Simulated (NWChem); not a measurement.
Species: C₂H₂ClFSi; SMILES C([Si@@H](Cl)F)#C

```xyz
7

C      0.8220    -2.6410    -0.2319
C      0.3201    -1.5599     0.0099
Si    -0.4302     0.0448     0.4151
F     -1.7941     0.2085    -0.4328
Cl     0.8417     1.5511    -0.1352
H      1.2671    -3.5967    -0.4499
H     -0.7565     0.1653     1.8504
```
Atoms are numbered in this order, from 1.

Level: PBE0/def2-SVP (NWChem), optimised geometry, unscaled harmonic frequencies. 

```
frequency (cm⁻¹)  IR intensity (km/mol)
----------------  ---------------------
116                                 0.8
164                                 3.9
241                                 6.2
339                                18.5
384                                45.0
564                                78.8
674                               101.7
757                                28.7
765                                24.9
824                               260.9
833                                38.6
933                               213.9
2177                               80.3
2326                               86.5
3471                               52.7
```

```yaml
zero_point_energy: 20.8 kcal/mol
thermal correction to the enthalpy at 298.15 K (with zero-point energy): 25.2 kcal/mol
heat capacity Cv: 19.8 cal/(mol K)
entropy at 298.15 K and 1 atm (symmetry number 1): 78.8 cal/(mol K)
dipole_moment: 2.18 D
```

Rigid rotor and harmonic oscillator.
